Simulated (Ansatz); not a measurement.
`BC[SiH2]O` and `CC[SiH2]O` differ in one atom or group.

Ansatz, PBE0-D4/def2-TZVP geometries, multiplicity 1. Each molecule was computed in one conformer, which needn't be the lowest.

```
                                                                                  property  `BC[SiH2]O`
                                          size of the dipole moment (B3LYP/def2-TZVPP) / D         1.75
ideal-gas entropy at 298 K and 1 bar (rigid rotor, harmonic PBE0-D4/def2-TZVP) / J/(mol·K)          333
                                                     HOMO–LUMO gap (B3LYP/def2-TZVPP) / eV         6.68
                                                     HOMO energy (ωB97M-V/def2-TZVPP) / eV       -10.82
                                                         HOMO energy (PBE/def2-TZVPP) / eV        -7.16
                                            size of the dipole moment (PBE/def2-TZVPP) / D         1.82
```

Problem. What does the change do to each property? (Estimate.)

Solution. The calculation gave: 
| property | `CC[SiH2]O` | shift |
| --- | --- | --- |
| size of the dipole moment (B3LYP/def2-TZVPP) / D | 1.58 | -0.17 |
| ideal-gas entropy at 298 K and 1 bar (rigid rotor, harmonic PBE0-D4/def2-TZVP) / J/(mol·K) | 331 | -2 |
| HOMO–LUMO gap (B3LYP/def2-TZVPP) / eV | 7.93 | 1.25 |
| HOMO energy (ωB97M-V/def2-TZVPP) / eV | -10.32 | 0.50 |
| HOMO energy (PBE/def2-TZVPP) / eV | -6.67 | 0.49 |
| size of the dipole moment (PBE/def2-TZVPP) / D | 1.55 | -0.27 |

With PBE0 the HOMO rises by 0.50 eV and the LUMO rises by 1.81 eV, so the gap widens by about 1.31 eV. PBE moves the HOMO by 0.49 eV and ωB97M-V by 0.50 eV. The zero-point energy changes by 46.0 kJ/mol with +3 modes. Dipoles are sizes alone; their direction can turn.

B3LYP here is the variant with VWN-RPA as its local correlation; programs differ in this.
